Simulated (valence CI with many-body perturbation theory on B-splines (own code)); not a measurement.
**Energy levels of Lu LVII**

Method: relativistic CI+MBPT: five valence electrons over a frozen Dirac-Fock core [Ne], a basis of 11 s, 11 p, 10 d, 8 f, 5 g, 2 h functions for each j, with the one-electron correlation potential Σ1 (screened to all orders), the two-electron term Σ2, the three-electron term Σ3, Breit, model QED; selected single and double excitations, second order for the rest, scaled by the run's own slope (own B-spline code, finite nucleus).

The last digits are not significant, and no measured levels were compared; by estimate large intervals hold to a few tenths of a per cent, small ones and those within an open d or f shell to about a per cent. Among the levels kept, up to 3000 cm⁻¹ of a level comes from second order outside the variational space, and about a tenth of that is noise between levels of different J, which matters for small intervals.

Levels 91 to 135 of 166, with energies above the lowest level, (3s^2 3p1/2^2 3p3/2) J=3/2. "Leading %" is the weight of the configuration and term that name the level; weights of strongly mixed levels are sums over their largest components and can fall short. In the jj column 3d3/2^4 stands for four electrons in 3d with j = 3/2. Lifetimes count E1, E2, E3, M1 and M2 decay at the calculated energies, and are blank where another channel may lead or the interval is too uncertain; long ones can be off by a factor of two.

```tsv
No.	Configuration	Term	J	E (eV)	Leading %	g	Second component	Lifetime	Leading jj
91	3s 3p3 3d	4F°	3/2	981.9	33	0.873	20 % 3s 3p3 3d 4D°	418 fs	3s 3p1/2 3p3/2^2 3d3/2 (94 %)
92	3s 3p2 3d2	2D	3/2	982.3	20	1.066	13 % 3s 3p2 3d2 2P	3.76 ps	3s 3p1/2^2 3d3/2 3d5/2 (92 %)
93	3s 3p3 3d	2F°	5/2	982.3	26	1.035	21 % 3s 3p3 3d 4F°	508 fs	3s 3p1/2 3p3/2^2 3d3/2 (94 %)
94	3s 3p2 3d2	2G	7/2	982.9	31	0.926	26 % 3s 3p2 3d2 4H	3.49 ps	3s 3p1/2^2 3d3/2 3d5/2 (97 %)
95	3s 3p3 3d	2G°	7/2	984.0	58	1.046	11 % 3s 3p3 3d 6D°	416 fs	3s 3p1/2 3p3/2^2 3d3/2 (89 %)
96	3s 3p3 3d	2F°	5/2	987.9	30	1.040	12 % 3s 3p3 3d 4G°	389 fs	3s 3p1/2 3p3/2^2 3d3/2 (93 %)
97	3s 3p2 3d2	2P	1/2	988.7	35	1.176	22 % 3s 3p2 3d2 4D	3.39 ps	3s 3p1/2^2 3d3/2 3d5/2 (93 %)
98	3s 3p3 3d	6D°	9/2	990.6	43	1.358	24 % 3s 3p3 3d 4G°	2.99 ps	3s 3p1/2 3p3/2^2 3d5/2 (96 %)
99	3s 3p3 3d	4D°	7/2	996.4	45	1.334	22 % 3s 3p3 3d 4F°	1.49 ps	3s 3p1/2 3p3/2^2 3d5/2 (87 %)
100	3s 3p3 3d	4D°	3/2	1003.1	24	1.296	16 % 3s 3p3 3d 2P°	383 fs	3s 3p1/2 3p3/2^2 3d3/2 (78 %)
101	3s 3p3 3d	2P°	1/2	1003.5	42	0.926	22 % 3s 3p3 3d 4D°	261 fs	3s 3p1/2 3p3/2^2 3d3/2 (86 %)
102	3s 3p3 3d	2F°	5/2	1005.1	20	1.025	13 % 3s 3p3 3d 2D°	318 fs	3s 3p1/2 3p3/2^2 3d3/2 (72 %)
103	3s 3p3 3d	4D°	1/2	1010.7	38	0.738	19 % 3s 3p3 3d 2P°	290 fs	3s 3p1/2 3p3/2^2 3d3/2 (80 %)
104	3s 3p3 3d	4D°	3/2	1011.1	10	1.056	10 % 3p5 2P°	254 fs	3s 3p1/2 3p3/2^2 3d3/2 (58 %)
105	3s 3p3 3d	4G°	11/2	1012.7	97	1.260		3.71 ps	3s 3p1/2 3p3/2^2 3d5/2 (97 %)
106	3s 3p3 3d	4F°	9/2	1014.8	56	1.244	29 % 3s 3p3 3d 2G°	2.47 ps	3s 3p1/2 3p3/2^2 3d5/2 (93 %)
107	3s 3p3 3d	4D°	1/2	1015.9	29	1.157	21 % 3s 3p3 3d 4P°	1.54 ps	3s 3p1/2 3p3/2^2 3d5/2 (86 %)
108	3s 3p3 3d	4D°	5/2	1027.6	41	1.312	9 % 3s 3p3 3d 2F°	1.28 ps	3s 3p1/2 3p3/2^2 3d5/2 (90 %)
109	3s 3p3 3d	2D°	3/2	1033.2	29	1.192	28 % 3s 3p3 3d 4D°	1.03 ps	3s 3p1/2 3p3/2^2 3d5/2 (93 %)
110	3s 3p3 3d	2P°	1/2	1033.3	39	1.322	38 % 3s 3p3 3d 2S°	828 fs	3s 3p1/2 3p3/2^2 3d5/2 (75 %)
111	3s 3p3 3d	2F°	7/2	1034.8	47	1.123	18 % 3s 3p3 3d 2G°	1.51 ps	3s 3p1/2 3p3/2^2 3d5/2 (85 %)
112	3s 3p3 3d	4D°	5/2	1037.2	30	1.306	22 % 3s 3p3 3d 4P°	893 fs	3s 3p1/2 3p3/2^2 3d5/2 (85 %)
113	3s 3p2 3d2	4F	9/2	1039.5	27	1.257	13 % 3s 3p2 3d2 6D	2.54 ps	3s 3p1/2^2 3d5/2^2 (92 %)
114	3s 3p3 3d	4D°	7/2	1045.1	22	1.216	15 % 3s 3p3 3d 2F°	728 fs	3s 3p1/2 3p3/2^2 3d5/2 (82 %)
115	3s 3p3 3d	2P°	3/2	1045.8	39	1.354	18 % 3s 3p3 3d 4S°	821 fs	3s 3p1/2 3p3/2^2 3d5/2 (80 %)
116	3s 3p3 3d	2G°	9/2	1047.3	63	1.127	9 % 3s 3p3 3d 4G°	860 fs	3s 3p1/2 3p3/2^2 3d5/2 (76 %)
117	3s 3p3 3d	4D°	5/2	1049.0	32	1.176	13 % 3s 3p3 3d 2D°	732 fs	3s 3p1/2 3p3/2^2 3d5/2 (86 %)
118	3s2 3p 3d2	2G°	7/2	1050.7	29	1.051	19 % 3s2 3p 3d2 4G°	257 fs	3s^2 3p3/2 3d3/2^2 (80 %)
119	3s 3p2 3d2	2D	5/2	1051.5	19	1.351	11 % 3s 3p2 3d2 4P	2.12 ps	3s 3p1/2^2 3d5/2^2 (95 %)
120	3s2 3p 3d2	4F°	5/2	1053.8	19	1.036	10 % 3s2 3p 3d2 2F°	256 fs	3s^2 3p3/2 3d3/2^2 (53 %)
121	3s2 3p 3d2	4D°	1/2	1055.7	55	0.406	11 % 3s2 3p 3d2 2P°	199 fs	3s^2 3p3/2 3d3/2^2 (65 %)
122	3s2 3p 3d2	4D°	3/2	1056.4	27	0.951	16 % 3s2 3p 3d2 4F°	190 fs	3s^2 3p3/2 3d3/2^2 (59 %)
123	3s 3p3 3d	2D°	5/2	1056.7	22	1.114	17 % 3s 3p3 3d 2F°	521 fs	3s 3p1/2 3p3/2^2 3d5/2 (66 %)
124	3s 3p2 3d2	2F	7/2	1056.9	23	1.080	11 % 3s 3p2 3d2 4G	2.37 ps	3s 3p1/2^2 3d5/2^2 (94 %)
125	3s 3p3 3d	4D°	7/2	1057.2	36	1.239	24 % 3s 3p3 3d 2F°	476 fs	3s 3p1/2 3p3/2^2 3d5/2 (96 %)
126	3s 3p3 3d	2P°	3/2	1061.3	39	1.069	24 % 3s 3p3 3d 2D°	850 fs	3s 3p1/2 3p3/2^2 3d5/2 (84 %)
127	3s 3p3 3d	2F°	7/2	1061.8	43	1.178	10 % 3s 3p3 3d 2G°	603 fs	3s 3p1/2 3p3/2^2 3d5/2 (78 %)
128	3s 3p2 3d2	2D	3/2	1062.9	22	1.086	16 % 3s 3p2 3d2 4F	2.07 ps	3s 3p1/2^2 3d5/2^2 (93 %)
129	3s 3p3 3d	2D°	5/2	1064.3	39	1.165	17 % 3s 3p3 3d 2F°	726 fs	3s 3p1/2 3p3/2^2 3d5/2 (88 %)
130	3s 3p4	4P	1/2	1065.4	34	1.834	34 % 3s 3p4 2S	306 fs	3s 3p3/2^4 (95 %)
131	3s 3p3 3d	2S°	1/2	1070.5	26	1.164	20 % 3s 3p3 3d 2P°	605 fs	3s 3p1/2 3p3/2^2 3d5/2 (75 %)
132	3s 3p3 3d	2D°	3/2	1073.4	19	1.206	10 % 3s2 3p 3d2 2P°	311 fs	3s 3p1/2 3p3/2^2 3d5/2 (52 %)
133	3s 3p3 3d	2D°	3/2	1077.3	12	1.260	10 % 3s2 3p 3d2 4P°	210 fs	3s^2 3p3/2 3d3/2^2 (40 %)
134	3s 3p3 3d	2D°	5/2	1081.0	30	1.078	14 % 3s 3p3 3d 2F°	403 fs	3s 3p1/2 3p3/2^2 3d5/2 (81 %)
135	3s 3p2 3d2	4P	1/2	1081.2	43	2.018	20 % 3s 3p2 3d2 2S	1.78 ps	3s 3p1/2^2 3d5/2^2 (93 %)
```
